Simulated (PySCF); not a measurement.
Be₂Cl⁺, triplet: structure and spectrum

Method: UPBE0 in PySCF with Cl def2-TZVP, Be def2-TZVP; no relativity; density-fitted integrals.

The structure is a higher-order saddle point with 2 imaginary modes (one degenerate set).

```xyz
3
charge 1 multiplicity 3, angstrom
Cl    0.0000    0.0000    0.0000
Be    0.0000    0.0000    1.9929
Be    0.0000    0.0000   -1.9929
```

```json
{
 "Point group": "D∞h",
 "Bond lengths": "Cl–Be 1.993 Å (×2)",
 "Bond angles": "Be–Cl–Be 180.0°",
 "Lowest empty level (β)": "-8.15 eV",
 "Spin squared ⟨S²⟩": "2.001",
 "Highest occupied level (α)": "-11.49 eV",
 "Principal polarisabilities": "56.2, 56.2, 73.0 bohr³",
 "Rotational constants": "0.2355 cm⁻¹",
 "Zero-point energy (real modes)": "6.2 kJ/mol",
 "Principal quadrupole moments (Buckingham, traceless) about the centre of mass": "-7.46, -7.46, 14.92 D Å",
 "Dipole moment about the centre of mass": "0.00 D"
}
```

Harmonic modes (masses in u: Cl 34.969, Be 9.012):
```csv
symmetry,ω (cm⁻¹),"IR (km/mol, summed over degenerate members)",type
πu,127i,–,bend
σg+,516,0.0,stretch
σu+,527,750,stretch
```

In D∞h the vibrations span πu + σg+ + σu+. The σg+ mode carries no infrared intensity, as symmetry demands. With a centre of inversion only u modes can be infrared active and only g modes Raman active.

Charges (e):
```csv
atom,Mulliken,Löwdin,polar tensor,spin (Mulliken),Mayer order to Cl1
Cl1,0.08,0.61,-0.70,0.02,–
"Be2,3",0.46,0.20,0.85,0.99,0.82
```

Mulliken populations on Cl1: s 5.87, p 11.03, d 0.01, f 0.00.

This need not be the most stable arrangement of these atoms. At this level a singlet minimum of C2v symmetry lies 64 kJ/mol below this structure.

The final relaxation and frequency run took of the order of 18 core-seconds on a shared host.
